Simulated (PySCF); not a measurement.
A structure optimised at PBE-D3(BJ)/def2-SVP, used in a PySCF frequency run:

```xyz
5

O     -1.0844    -1.3104     0.0000
Si    -0.0042    -0.0315     0.0000
F     -0.9333     1.2830     0.0000
F      0.9519    -0.0346    -1.2925
F      0.9519    -0.0346     1.2925
```
Charge 0, spin multiplicity 2.

Write its SMILES, formula and point group.

[O][Si](F)(F)F, F3OSi, Cs

What are its rotational constants (standard atomic weights)?

4.1378, 3.9301, 3.7882 GHz
